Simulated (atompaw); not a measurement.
**An all-electron radial function and its pseudo partner (Fe)**

Columns: radius, all-electron u(r) and pseudo u(r) of the 4p shell (level -1.30 eV) of iron in the configuration [Ne] 3s2 3p6 3d6 4s2 4p0; PBEsol, scalar-relativistic, PAW (atompaw) scheme, atompaw 4.2.0.5.

```csv
r (bohr),all-electron,pseudo
0.071,0.0685,-0.0003
0.142,0.1033,-0.0010
0.213,0.0710,-0.0021
0.285,0.0057,-0.0033
0.356,-0.0617,-0.0045
0.427,-0.1168,-0.0052
0.498,-0.1540,-0.0052
0.569,-0.1729,-0.0041
0.640,-0.1758,-0.0016
0.712,-0.1656,0.0028
0.783,-0.1457,0.0091
0.854,-0.1189,0.0177
0.925,-0.0875,0.0288
0.996,-0.0533,0.0422
1.067,-0.0177,0.0581
1.138,0.0183,0.0763
1.210,0.0545,0.0969
1.281,0.0893,0.1190
1.352,0.1229,0.1426
1.423,0.1551,0.1672
1.494,0.1857,0.1925
1.565,0.2146,0.2179
1.637,0.2421,0.2434
1.708,0.2676,0.2679
1.779,0.2913,0.2914
1.850,0.3134,0.3134
```

(1) How many radial nodes do the two functions have?

(2) Is the pseudo-wave norm-conserving?

Answers

(1) The all-electron 4p function has n − l − 1 = 2; the pseudo-wave has 1, since 1 lower shell of the same l stays in the valence.

(2) No, it belongs to a PAW set: the norm inside the radius is not constrained, and the difference is carried by the augmentation charge.
